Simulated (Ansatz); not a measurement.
Reaction (ligand exchange at the Si–C bond): `CC[Si]Br` + HBr → `Br[Si]Br` + `CC`

Computed with Ansatz on PBE0-D4/def2-TZVP structures; ΔE is electronic, products minus reactants. CCSD(T)/CBS adds triple-zeta CCSD(T) − MP2 to the extrapolated MP2 energy (def2 sets, frozen cores). This one scheme is used for every species. Functionals use def2-TZVPP. For Br outer-core shells are correlated without core-valence functions, which leaves a few kJ/mol of doubt a bond. Scalar relativity is left out up to krypton. Each species was taken in one conformer, which may not be the lowest.

| level | ΔE (eV) |
| --- | --- |
| BHLYP-D4 | -1.53 |
| r2SCAN0 | -1.54 |

Question: What does CCSD(T)/CBS give? (Best estimate.)

Answer: The calculation gave: -1.46 eV. The listed levels differ from it by -0.07, -0.08 eV.

Largest T1 diagnostic among the species: 0.011.

In def2-TZVPP, CCSD(T) changes the Hartree–Fock value by +0.15 eV (the triples alone add −0.00 eV) and MP2 by +0.09 eV. At CCSD(T), def2-SVP lies +0.06 eV from the extrapolated value and def2-TZVPP +0.04 eV. Leaving LDA and LC-ωPBE aside and taking each functional with its dispersion term where it has one, the values, not all of them listed here, spread over 0.10 eV, from B2PLYP to ωB97X-V. LDA lies +0.13 eV from PBE without D4.

CCSD(T)/CBS has its own doubt, a few kJ/mol and more with outer-core shells, so smaller differences from it don't rank the levels.
